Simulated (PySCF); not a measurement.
# Ionisation energy of Sc by level of theory

Sc [Ar] 3d1 4s2 (2D) → Sc⁺ [Ar] 3d1 4s1 (3D), as a difference of total energies. All numbers are calculated (PySCF 2.14, the spin-free X2C one-electron Hamiltonian (Gaussian nucleus), in aug-cc-pVDZ-DK (7s6p4d2f, 59 functions)). Correlated levels: valence: [Ar] frozen. The calculations carry no spin-orbit coupling.

Order these methods by the ionisation energy they give, lowest first.
A. PBE
B. PBE0
C. MP2 (valence)
D. UHF

D (5.396 eV), C (6.056 eV), B (6.375 eV), A (6.525 eV).

Errors of the correlated levels include the incompleteness of this basis and the frozen core.

MP2 underrates the near-degeneracy of ns² with np² in the lower species.

For comparison: 6.562 eV (measured; NIST levels, between the centres of gravity of the two terms).
